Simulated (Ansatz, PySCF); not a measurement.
Li(Me) (CH₃Li), SMILES [Li][CH3].

Coordinates come from a B3LYP-D3(BJ)/def2-TZVPD optimisation. The isomer is the one that the SMILES or the coordinates give; other isomers of the formula were not compared.

Vertical ionisation energy (IE) and electron affinity (EA) in eV. Rows of orbital energies are one-electron estimates. Where ΔSCF, EOM or ADC give a negative EA the extra electron is unbound and the value depends on the basis.

```
level                                                                      IE     EA
-----------------------------------------------------------------------  ----  -----
−ε(HOMO), −ε(LUMO), M06-2X/def2-TZVPD (PySCF)                            6.16   1.02
−ε(HOMO), −ε(LUMO), HF/def2-TZVPD (PySCF)                                7.75  -0.06
−ε(HOMO), −ε(LUMO), PBE/def2-TZVPD (PySCF)                               3.90   1.58
ΔSCF, ωB97X-V/def2-TZVPD (Ansatz), final states of multiplicity 2 and 2     ?      ?
ΔSCF, PBE/def2-TZVPD (Ansatz), final states of multiplicity 2 and 2      7.51   0.22
```

Q: What belongs in the gaps? (The exact figures need the calculation; the answer reports its results.)

A: 
- ΔSCF, ωB97X-V/def2-TZVPD (Ansatz, an electronic-structure program), final states of multiplicity 2 and 2, IE: 7.47
- ΔSCF, ωB97X-V/def2-TZVPD (Ansatz), final states of multiplicity 2 and 2, EA: 0.11

Q: What vertical singlet–triplet gap does ΔSCF give with ωB97X-V/def2-TZVPD (Ansatz) and with PBE/def2-TZVPD (Ansatz)? (The exact figures need the calculation; the answer reports its results.)

A: 2.98 and 2.83 eV (triplet above singlet where positive).
